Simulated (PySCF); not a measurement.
Gas-phase reaction: HfCl₂(OH)₂ + 2 Cl₂ → HfCl₄ + 2 HOCl

Computed with PySCF and rigid-rotor harmonic-oscillator thermochemistry at 1 bar. † marks an energy on the PBE0/def2-TZVP geometry and frequencies; other levels use their own. MP2 and CCSD(T) freeze the core. All species are closed-shell singlets. B3LYP is the form with VWN-RPA correlation. Hf: scalar-relativistic def2 core potential, no spin-orbit coupling. HfCl₂(OH)₂: computed as isolated molecules; such fragments, hydroxides, amides, oligomers or adducts are transient or little studied in the gas. MP2 isn't extrapolated to the basis-set limit; its ΔH°(298 K) is 107.8 kJ in def2-SVP and 107.1 kJ in def2-TZVPP. CCSD(T) isn't extrapolated to the basis-set limit; its ΔH°(298 K) is 105.7 kJ in def2-SVP and 105.0 kJ in def2-TZVPP. The harmonic model lacks anharmonicity and excited electronic states, which grow with temperature; levels with a mode under 35 cm⁻¹ are left out. Soft modes under 120 cm⁻¹ make the harmonic entropy rough for HfCl₂(OH)₂, HfCl₄.

```json
[
 {"level": "B3LYP/def2-TZVP†", "ΔE electronic, kJ": "110", "ΔH°(298 K), kJ": "114", "ΔS°(298 K), J/K": "3", "ΔG°(2500 K), kJ": "152"},
 {"level": "BLYP/def2-TZVP†", "ΔE electronic, kJ": "108", "ΔH°(298 K), kJ": "111", "ΔS°(298 K), J/K": "3", "ΔG°(2500 K), kJ": "149"},
 {"level": "CCSD(T)/def2-SVP†", "ΔE electronic, kJ": "102", "ΔH°(298 K), kJ": "106", "ΔS°(298 K), J/K": "3", "ΔG°(2500 K), kJ": "143"},
 {"level": "CCSD(T)/def2-TZVPP†", "ΔE electronic, kJ": "101", "ΔH°(298 K), kJ": "105", "ΔS°(298 K), J/K": "3", "ΔG°(2500 K), kJ": "142"},
 {"level": "MP2/def2-SVP†", "ΔE electronic, kJ": "104", "ΔH°(298 K), kJ": "108", "ΔS°(298 K), J/K": "3", "ΔG°(2500 K), kJ": "145"},
 {"level": "MP2/def2-TZVPP†", "ΔE electronic, kJ": "104", "ΔH°(298 K), kJ": "107", "ΔS°(298 K), J/K": "3", "ΔG°(2500 K), kJ": "145"},
 {"level": "PBE/def2-SVP", "ΔE electronic, kJ": "97", "ΔH°(298 K), kJ": "99", "ΔS°(298 K), J/K": "8", "ΔG°(2500 K), kJ": "121"},
 {"level": "PBE0/def2-QZVP†", "ΔE electronic, kJ": "105", "ΔH°(298 K), kJ": "109", "ΔS°(298 K), J/K": "3", "ΔG°(2500 K), kJ": "146"},
 {"level": "PBE0/def2-TZVP", "ΔE electronic, kJ": "101", "ΔH°(298 K), kJ": "105", "ΔS°(298 K), J/K": "3", "ΔG°(2500 K), kJ": "142"},
 {"level": "r2SCAN/def2-TZVP†", "ΔE electronic, kJ": "97", "ΔH°(298 K), kJ": "101", "ΔS°(298 K), J/K": "3", "ΔG°(2500 K), kJ": "138"},
 {"level": "ωB97X-V/def2-TZVP†", "ΔE electronic, kJ": "106", "ΔH°(298 K), kJ": "109", "ΔS°(298 K), J/K": "3", "ΔG°(2500 K), kJ": "147"}
]
```
ΔH° is lowest at PBE/def2-SVP and highest at B3LYP/def2-TZVP†. No reference value is set beside these.
